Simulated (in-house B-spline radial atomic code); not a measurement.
## Sn+: [Kr] 4d9 5s2 5p1 7f1 (an excited or competing configuration)

Level of theory: Dirac-Hartree-Fock, average of configuration, Fermi nucleus of rms radius 4.6519 fm; calculated with an all-electron radial atomic-structure program (B-spline basis).

Effective charges: Z_r = [3n² - l(l+1)]/(2<r>) from the radius, Z_e = n√(-2ε) from the energy, and Slater's rules. Values are occupation-weighted means over j. An effective charge above Z reflects the relativistic contraction of the inner shells.

```
shell  electrons   ε (eV)  <r> (bohr)    Z_r    Z_e  Slater
   1s          2   -29395     0.02905  51.64  46.48   49.70
   2s          2  -4551.1      0.1249  48.03  36.58   45.85
   2p          6  -4085.6      0.1095  45.68  34.66   45.85
   3s          2  -938.47      0.3372  40.03  24.92   38.75
   3p          6  -781.83      0.3359  37.22  22.74   38.75
   3d         10  -539.11      0.3138  33.46  18.88   28.85
   4s          2  -183.96       0.817  29.38  14.71   22.25
   4p          6  -133.47      0.8816  26.09  12.53   22.25
   4d          9  -58.621       1.056  19.89   8.30   11.20
   5s          2  -30.934       2.188  17.14   7.54    6.85
   5p          1  -22.653       2.583  14.13   6.45    6.85
   7f          1  -1.1312       32.94   2.05   2.02    2.00
```

The least bound orbital is 7f5/2 at -1.131 eV, and it is also the most diffuse (<r> = 32.94 bohr). The part-filled 4d shell lies below the filled 5s shell in orbital energy.

Spin-orbit splittings of the orbital energies (j = l + 1/2 above j = l - 1/2 when positive): 2p 231.7 eV, 3p 43.56 eV, 3d 8.864 eV, 4p 8.018 eV, 4d 1.174 eV, 5p 0.7576 eV, 7f -0.0002181 eV.

For the 1s electron the small component carries 3.37 % of the norm, the zero-frequency Breit interaction raises the level by 67.75 eV, self-energy by 38.35 eV, and vacuum polarisation lowers it by 5.048 eV.

The density falls to 0.001 bohr⁻³ at 4.006 bohr; Σ<r²> = 1269.5 bohr² gives, by the non-relativistic formula and without the paramagnetism of open shells, a Langevin diamagnetic susceptibility of -1005×10⁻⁶ cm³/mol.
